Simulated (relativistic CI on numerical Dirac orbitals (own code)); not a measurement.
**Nd XXVIII: sensitivity of the levels to the model**

Base calculation: Dirac-Coulomb-Breit CI, separate exchange-only KLI orbitals for each configuration, model QED, unscaled Slater integrals.

Configuration list (outside the closed core [Ar] 3d10): 4s²4p³, 4s4p⁴, 4s²4p²4d, 4p⁵, 4s4p³4d, 4s²4p²4f, 4s4p³4f, 4p⁴4d, 4s4p²4d², 4s²4p4d4f, 4p⁴4f, 4s²4p4d², 4s²4d³, 4s4p4d³, 4s²4d²4f, 4s4p4d²4f, 4p³4d², 4p²4d³, 4p²4d²4f. Double excitations out of closed p, d and f shells are left out; levels of such configurations are missing from the list, as are those of other unlisted configurations, and high levels can miss mixing partners.

Variants: (1) QED terms removed; (2) only the first 3 configurations. Shifts of the energy above 4s²4p³ ²P°3/2, in cm⁻¹, for the lowest level and the first level of each name with at least 55 % of one term (blank where a level changes its place among those of its configuration and J or its character, or is not in the variant):

| Level | Base | Δ(1) | Δ(2) |
| --- | --- | --- | --- |
| 4s²4p³ ²P°3/2 | 0 | 0 | 0 |
| 4s²4p³ ²D°5/2 | 239638 | -352 | +3242 |
| 4s²4p³ ²P°1/2 | 281981 | -341 | +4657 |
| 4s4p⁴ ⁴P5/2 | 712404 | +3516 | -9854 |
| 4s4p⁴ ²D5/2 | 988813 | +2738 | -4568 |
| 4s²4p²4d ²F5/2 | 1054163 | +302 | +1132 |
| 4s²4p²4d ²D3/2 | 1239164 | +205 | +8051 |
| 4s²4p²4d ²P1/2 | 1254153 | +1097 | -1523 |
| 4s4p³4d ⁶D°1/2 | 1547776 | +4235 |  |
| 4s4p³4d ⁶D°9/2 | 1589618 | +4110 |  |
| 4s4p³4d ⁴D°1/2 | 1684842 | +4153 |  |
| 4s4p³4d ⁴F°5/2 | 1744008 | +3833 |  |
| 4s4p³4d ⁴F°7/2 | 1768228 | +3725 |  |

At this charge energies of transitions that change n are usually good to better than 1 %, and those within a shell (Δn = 0) to a few per cent.

Ionisation energy from the two ground configurations alone: base 978.425 eV. The NIST ASD value (theoretical) is 978 eV.

LS names give the leading component of a level, which can be under half, so a name can repeat, a term be missing and a line seem to break the LS rules.
